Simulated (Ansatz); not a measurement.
`[SiH3]C1=C(Cl)C1`, relaxed with RKS PBE-D4/def2-SVP in the Gaussian-basis code of Ansatz from a rough embedded geometry. The force threshold is 0.03 eV/Å; the program also tests the step.

Total charge 0; spin multiplicity 1.

Start:

```xyz
10

Si   -1.015    0.242    1.179
C    -0.034    0.003   -0.147
C     0.183   -0.092   -1.399
Cl   -0.199   -0.093   -3.003
C     1.311   -0.346   -0.576
H    -0.530    1.460    1.993
H    -2.407    0.616    0.773
H    -1.072   -0.871    2.063
H     1.675   -1.354   -0.398
H     2.088    0.435   -0.486
```

By how much does the energy fall, and how many steps does the optimiser take? (Estimate.)

The calculation gave: 0.89 eV, in 4 steps.

Which bonds change most? (An estimate is asked.)

Computed: Si1–C2 from 1.667 to 1.851 Å; C2–C5 from 1.455 to 1.563 Å; Si1–H8 from 1.422 to 1.505 Å; C3–C5 from 1.419 to 1.476 Å.

Give the relaxed structure. (Best estimate.)

Ansatz gave: 
```xyz
10

Si   -1.128    0.322    1.269
C    -0.018   -0.001   -0.177
C     0.255   -0.124   -1.459
Cl   -0.310   -0.063   -3.060
C     1.438   -0.365   -0.609
H    -0.600    1.485    2.063
H    -2.519    0.627    0.789
H    -1.155   -0.887    2.165
H     1.804   -1.401   -0.450
H     2.232    0.407   -0.531
```
